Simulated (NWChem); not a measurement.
Species: CH₃ClMgN₂

```xyz
8

Mg     0.0000     0.0000     0.1696
Cl     0.0000     0.0000     2.3867
C      0.0000     0.0000    -2.2425
N      0.0000    -1.1229    -1.5474
N      0.0000     1.1229    -1.5474
H      0.0000     0.0000    -3.3479
H      0.0000    -1.9879    -2.0711
H      0.0000     1.9879    -2.0711
```
Atoms are numbered in this order, from 1.

The geometry was optimised at PBE0/def2-SVP. B3LYP is NWChem's, with the RPA form of VWN correlation.

Symmetry labels are those of C2v in the frame above (b1 and b2, or b-type labels, depend on it).

**Question.** List the 4 lowest vertical singlet excitations from B3LYP/def2-SVPD, TDA (NWChem).

**Answer.** 
| state | energy (eV) | oscillator strength | symmetry | leading excitation (squared amplitude) |
|---|---|---|---|---|
| S1 | 5.29 | 0.000 | a2 | HOMO → LUMO+1 (0.99) |
| S2 | 5.48 | 0.074 | b2 | HOMO → LUMO (0.89) |
| S3 | 5.95 | 0.000 | a2 | HOMO → LUMO+2 (0.98) |
| S4 | 6.22 | 0.054 | b2 | HOMO−1 → LUMO+1 (0.95) |
